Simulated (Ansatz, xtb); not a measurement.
# CFOSi: where a starting geometry ends

The starting geometry of this gas-phase doublet has its atoms placed at random.

```xyz
4

C    -0.0446   -1.0208   -0.0926
F    -0.0340   -0.3986    1.8602
O     1.0164   -1.6227    0.1545
Si   -1.6330    0.7371    0.5760
```

**Question.** Guess where an optimisation with r2SCAN-D4/def2-SVP ends from this start.

**Answer.** It ends as a structure given below by its coordinates. Contacts that close: C1–Si4 (2.46 → 1.91 Å), F2–Si4 (2.34 → 1.65 Å).

The energy falls by 3.68 eV over 13 steps:

| step | E − E(last) (eV) |
| --- | --- |
| 1 | 3.680 |
| 2 | 1.752 |
| 4 | 0.364 |
| 5 | 0.203 |
| 6 | 0.102 |
| 8 | 0.040 |
| 9 | 0.016 |
| 10 | 0.009 |
| 12 | 0.000 |
| 13 | 0.000 |

Final geometry (Å):

```xyz
4

C     0.2305   -1.0532    0.1168
F    -0.6870    0.2862    2.2694
O     0.8483   -1.7552   -0.5619
Si   -1.0871    0.2173    0.6737
```

From the same start GFN2-xTB reaches the same bonding as this run.

From so rough a start the end depends on the optimiser's path, so another program may land elsewhere. The end wasn't checked by frequencies. Open shells are spin-unrestricted. Run with Ansatz 0.2.0, 29 s on 1 thread of Intel(R) Xeon(R) 6975P-C (Granite Rapids), with other jobs on the host.
